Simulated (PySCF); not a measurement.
**A small calculation by hand: entropy of an ideal gas**

CdGeH₄, SMILES [CdH][GeH3].

Coordinates come from a PBE0-D3(BJ)/def2-TZVP optimisation. The def2 effective core potentials stand for the cores of Cd; spin–orbit coupling is left out.

PBE0-D3(BJ)/def2-TZVP (PySCF) gives the harmonic wavenumbers 215, 332, 332, 457, 457, 788, 888, 888, 1768, 2115, 2122, 2122 cm⁻¹ and the rotational temperatures 3.9436, 0.0783, 0.0783 K. The molar mass is 189.08 g/mol, the symmetry number 3, the spin multiplicity 1.

Q: Work out the entropy at 298.15 K and 1 atm in the rigid-rotor, harmonic-oscillator model.

A: 
Translation (Sackur–Tetrode at 1 atm): S = R[1.5 ln M + 2.5 ln T − 1.16487] = 174.1 J/(mol K).
Rotation: q = (√π/σ) T^1.5/√(θA θB θC) = 19600, S = R[ln q + 3/2] = 94.6 J/(mol K).
Vibration: with u = 1.4388 ν/T, each mode gives R[u/(e^u − 1) − ln(1 − e^−u)]:
| ν (cm⁻¹) | modes | u | S (J/(mol K)) |
|---|---|---|---|
| 215 | 1 | 1.04 | 8.37 |
| 332 | 2 | 1.60 | 10.46 |
| 457 | 2 | 2.21 | 6.48 |
| 788 | 1 | 3.80 | 0.91 |
| 888 | 2 | 4.29 | 1.23 |
| 1768 | 1 | 8.53 | 0.02 |
The stiffer modes add less than 0.005 each. Sum 27.5 J/(mol K).
Spin: R ln 1 = 0.0 J/(mol K).
Total 296.2 J/(mol K); the program's own thermochemistry gives 296.3. Translation makes up 59 % and vibration 9 %. Anharmonicity, hindered rotation and orbital degeneracy are left out.
